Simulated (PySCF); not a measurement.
Molecule: `Cl[C@@]12CCC[C@@H]1CC2`, C₇H₁₁Cl.

Bonds (- single, = double, # triple, : aromatic): Cl1-C2, C2-C3, C3-C4, C4-C5, C5-C6, C6-C7, C7-C8, C6-C2, C8-C2. C3 carries H9, H10; C4 carries H11, H12; C5 carries H13, H14; C6 carries H15; C7 carries H16, H17; C8 carries H18, H19. Stereochemistry as in Cl[C@@]12CCC[C@@H]1CC2. H16, H18 are cis to C5 on the ring; H9, H11, H13 are cis to C7 on the ring; H17, H19 are trans to C5 on the ring; H10, H12, H14 are trans to C7 on the ring.

Frames of a GFN2-xTB Langevin trajectory at 600 K; GIAO PBE0/pcSseg-1 shieldings in PySCF 2.14.0 with density-fitted response routines, gas phase, non-relativistic; equivalent atoms averaged within each frame.

References, each an isolated molecule treated in the same way: ³⁵Cl (σref 949.78) against HCl; ¹³C (σref 186.93), ¹H (σref 31.72) against TMS. The references are static minima.

Question: How do the shifts (ppm) fluctuate along the trajectory?

Answer: 
| time (fs) | Cl1 | C2 | C3 | C6 | C8 | C5 | C4 | C7 | H17 | H11 |
| --- | --- | --- | --- | --- | --- | --- | --- | --- | --- | --- |
| optimised geometry | 242 | 74.2 | 47.6 | 50.4 | 37.4 | 35.5 | 28.1 | 20.4 | 2.35 | 1.83 |
| 250 | 268 | 71.9 | 47.9 | 43.8 | 41.7 | 36.8 | 34.7 | 30.5 | 4.33 | 3.77 |
| 425 | 179 | 67.6 | 53.4 | 52.9 | 37.4 | 43.9 | 31.1 | 19.4 | 2.75 | 2.89 |
| 625 | 324 | 80.3 | 61.9 | 47.9 | 39.1 | 31.5 | 31.1 | 18.9 | 1.84 | 3.28 |
| 800 | 253 | 78.4 | 55.9 | 56.8 | 44.4 | 26.5 | 36.3 | 20.7 | 2.04 | 3.56 |
| 1000 | 212 | 87.0 | 54.3 | 38.9 | 20.8 | 51.3 | 28.6 | 24.5 | 1.55 | 1.51 |
| mean of frames | 247 | 77.1 | 54.7 | 48.1 | 36.7 | 38.0 | 32.4 | 22.8 | 2.50 | 3.00 |
| standard deviation | 55 | 7.5 | 5.0 | 7.1 | 9.3 | 9.8 | 3.1 | 4.8 | 1.11 | 0.90 |

5 frames give an uncertainty of the mean of about the standard deviation over 2.2 at best, since frames this close in time may not be independent; classical motion lacks zero-point vibration, and the reference would need the same averaging.
